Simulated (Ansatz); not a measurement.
Input file for Ansatz (a first-principles code): R-PBE0/def2-TZVPPD on C2H7Cl (a complex), monomers drawn apart or pushed together. Files ending in .json are basis or fitting sets from the Basis Set Exchange.

Ansatz 0.2 input:
```yaml
crystal:
  periodic: [false, false, false]
  atoms:
    - {symbol: C, position_ang: [0.08600622, 0.02345544, -0.02055014]}
    - {symbol: H, position_ang: [1.15752366, -0.17339939, 0.00099563]}
    - {symbol: H, position_ang: [-0.19272529, 0.62391864, 0.84378367]}
    - {symbol: H, position_ang: [-0.16274502, 0.56100141, -0.93448626]}
    - {symbol: H, position_ang: [-0.45702659, -0.92108159, 0.00033043]}
    - {symbol: C, position_ang: [0.87115286, -0.74788662, 5.89591895]}
    - {symbol: Cl, position_ang: [-0.03089769, 0.74100943, 6.33232583]}
    - {symbol: H, position_ang: [1.78655823, -0.45595106, 5.39063349]}
    - {symbol: H, position_ang: [1.09349307, -1.29081370, 6.80948983]}
    - {symbol: H, position_ang: [0.24753081, -1.34349217, 5.23676535]}
basis:
  gaussian:
    orbitals: def2-TZVPPD.json
hamiltonian:
  xc: {name: PBE0}
scf: {lower_state_search: off}
```

The log:

```
WARN ansatz: RAYON_NUM_THREADS=1 ignored (pool sized by the plan → 1); use --threads N
Functional definition: PBE0
these checks for a lower state are left out or cut short: stability, starts, cluster_reference, orbital_swaps, neighbouring_geometries, increment
integrals: 0.11 GiB planned
1095 factors; their error is unknown
mean field: 1.08 GiB planned
mean field evaluation 1: about -14698.0132 eV, gradient 5.7e1 eV
mean field evaluation 2: about -14696.0965 eV, gradient 6.1e1 eV
mean field evaluation 4: about -14705.3476 eV, gradient 2.3e0 eV
mean field evaluation 8: about -14705.3733 eV, gradient 6.4e-2 eV
mean field evaluation 16: about -14705.3733 eV, gradient 3.2e-6 eV
mean field -14705.37333833 eV, -540.4125025237 hartree, gradient 3.2e-6 eV, S^2 0.000000; 0 other end points of the search recorded, 0 dependent functions left out
reference -14705.37338799 eV, -540.4125043485 hartree; 18, 18 occupied and 226, 226 virtual orbitals, 1095 factors
Total energy: -14705.37338799 eV, -540.4125043485 hartree
Checks for a lower state left out: stability, starts, cluster_reference, orbital_swaps, neighbouring_geometries, increment
```

The calculation finished and met its thresholds.

Cost: around 3 core-seconds (rough).
